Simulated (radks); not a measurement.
Spherical quantum dot in the effective-mass picture: electrons in a parabolic well V = omega^2 r^2 / 2 with omega = 2.14, with a point charge +2 (a donor) at the centre, all in effective atomic units (hartree* = m*/eps^2 hartree, bohr* = eps/m* bohr), one dielectric constant everywhere. Method: non-relativistic Kohn-Sham, r2SCAN, spin-polarised, spherical densities, generalised Kohn-Sham scheme; computed with a radial shooting solver with Libxc functionals. Levels are named by radial order and angular momentum (1s, 1p, 1d, 2s, ...), and open shells are averaged over m. Results are scaled to m* = 0.163 and eps = 9.1, for which hartree* = 53.56 meV and bohr* = 2.954 nm. Each electron was tried in the lowest free levels, single moves between levels near the top were tried too, and the lowest total energy was kept; such a search can miss a lower state. At N = 1 the Hartree and exchange-correlation terms need not cancel, so that row can carry a self-interaction error.

\begin{tabular}{lrrrrr}
N & open shells & 2S & E (meV) & addition energy mu(N+1) - mu(N) (meV) & e(HOMO) (meV) \\ \hline
1 & 1s(up 1, down 0) & 1 & -49.0077 & 85.38 & -18.882 \\
2 & none & 0 & -12.6355 & 233.5 & 63.889 \\
3 & 1p(up 1, down 0) & 1 & 257.266 & 38.54 & 288.50 \\
4 & 1p(up 2, down 0) & 2 & 565.704 & 40.41 & 328.56 \\
5 & 1p(up 3, down 0) & 3 & 914.549 & 58.41 & 369.18 \\
6 & 1p(up 3, down 1) & 2 & 1321.81 & 35.39 & 424.38 \\
7 & 1p(up 3, down 2) & 1 & 1764.45 & 37.08 & 461.10 \\
8 & none & 0 & 2244.19 & 98.69 & 498.42 \\
9 & 2s(up 1, down 0) & 1 & 2822.61 & 39.46 & 594.45 \\
10 & none & 0 & 3440.50 & 69.00 & 633.73 \\
11 & 1d(up 1, down 0) & 1 & 4127.39 & 30.83 & 702.24 \\
12 & 1d(up 2, down 0) & 2 & 4845.10 & 31.01 & 733.21 \\
13 & 1d(up 3, down 0) & 3 & 5593.82 & 30.97 & 764.23 \\
14 & 1d(up 4, down 0) & 4 & 6373.52 & 30.83 & 795.14 \\
15 & 1d(up 5, down 0) & 5 & 7184.05 & 42.56 & 825.89 \\
16 & 1d(up 5, down 1) & 4 & 8037.13 & 28.74 & 867.39 \\
17 & 1d(up 5, down 2) & 3 & 8918.96 & 29.00 & 896.31 \\
18 & 1d(up 5, down 3) & 2 & 9829.79 & 29.04 & 925.35 \\
19 & 1d(up 5, down 4) & 1 & 10769.6 & 28.97 & 954.37 \\
20 & none & 0 & 11738.5 & 111.1 & 983.28 \\
21 & 1f(up 1, down 0) & 1 & 12818.4 & 26.11 & 1092.9 \\
22 & 1f(up 2, down 0) & 2 & 13924.4 & 26.14 & 1119.1 \\
23 & 1f(up 3, down 0) & 3 & 15056.5 & 26.11 & 1145.2 \\
24 & 1f(up 4, down 0) & 4 & 16214.8 & 26.04 & 1171.3 \\
25 & 1f(up 5, down 0) & 5 & 17399.1 & 25.95 & 1197.3 \\
26 & 1f(up 6, down 0) & 6 & 18609.4 & 25.84 & 1223.2 \\
27 & 1f(up 7, down 0) & 7 & 19845.4 & 29.81 & 1249.0 \\
28 & 1f(up 7, down 0) 2p(up 1, down 0) & 8 & 21111.4 & 25.72 & 1278.7 \\
29 & 1f(up 7, down 0) 2p(up 2, down 0) & 9 & 22403.0 & 25.85 & 1304.5 \\
30 & 1f(up 7, down 0) 2p(up 3, down 0) & 10 & 23720.4 & 32.30 & 1330.4 \\
31 & 1f(up 7, down 1) 2p(up 3, down 0) & 9 & 25070.2 & 24.19 & 1361.9 \\
32 & 1f(up 7, down 2) 2p(up 3, down 0) & 8 & 26444.2 & 24.25 & 1386.1 \\
33 & 1f(up 7, down 3) 2p(up 3, down 0) & 7 & 27842.4 & 24.25 & 1410.3 \\
34 & 1f(up 7, down 4) 2p(up 3, down 0) & 6 & 29264.9 & 24.22 & 1434.6 \\
35 & 1f(up 7, down 5) 2p(up 3, down 0) & 5 & 30711.6 & 24.17 & 1458.8 \\
36 & 1f(up 7, down 6) 2p(up 3, down 0) & 4 & 32182.4 & 24.10 & 1482.9 \\
37 & 2p(up 3, down 0) & 3 & 33677.4 & 30.76 & 1507.0 \\
38 & 2p(up 3, down 1) & 2 & 35203.1 & 23.93 & 1537.7 \\
39 & 2p(up 3, down 2) & 1 & 36752.7 & 24.06 & 1561.6 \\
40 & none & 0 & 38326.4 & 75.66 & 1585.8 \\
41 & 3s(up 1, down 0) & 1 & 39975.8 & 26.38 & 1660.7 \\
42 & none & 0 & 41651.5 & - & 1687.0 \\
\end{tabular}

All shells are closed at N = 2, 8, 10, 20, 40, 42 (there: 1s2 1p6 1d10 2s2 1f14 2p6 3s2); the second difference of the energy has clear peaks (12 % above both neighbours; the first and last values, which can be the largest, are not judged, and half-filled shells can peak too) at N = 2, 5, 8, 10, 15, 20, 27, 30, 37, 40.
